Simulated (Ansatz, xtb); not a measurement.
Species: WH (charge 0, quartet). The spin state was set by rule; other spins were not relaxed. SMILES: [WH]
Geometry from a B3LYP-D3(BJ)/def2-TZVP (Ansatz, a program for electronic structure) optimisation:
```
W
H 1 1.6908
```
Charge 0, spin multiplicity 4.

Harmonic wavenumbers from GFN2-xTB (xtb, at its own minimum), cm⁻¹: 2138.

Problem. Give the harmonic wavenumbers at B3LYP-D3(BJ)/def2-TZVP (Ansatz, finite differences of forces, unscaled).

Solution. 1956 cm⁻¹. Zero-point energy 2.8 kcal/mol.

Problem. From these and the geometry, give the ideal-gas thermochemistry at 298.15 K and 1 atm (rigid rotor, harmonic oscillator).

Solution. Point group C∞v, rotational symmetry number 1. Rotational constants 176.3, 176.3 GHz. S(trans) 41.55, S(rot) 9.07, S(vib) 0.00, S(elec, spin only) 2.75, S 53.4 cal/(mol K). H(298) - H(0) 2.07 kcal/mol; G - E(el) -11.0 kcal/mol.
